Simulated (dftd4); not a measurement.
water (H2O), singlet, at a GFN2-xTB geometry.

Input for dftd4:
```
$ dftd4 mol.xyz --func revpbe --charge 0 --json dftd4.json --noedisp --property

# file mol.xyz
3

O      0.00956971     0.00206403     0.11338892
H     -0.05579359     0.76362201    -0.46612807
H     -0.02076411    -0.78013425    -0.44098332
```

Task: Predict the partial charges in atom order from D4 for revpbe (dftd4).

Result: O1 -0.60, H2 0.30, H3 0.30

Task: What is the computed dispersion energy (D4 for revpbe)?

Result: -0.59 kcal/mol
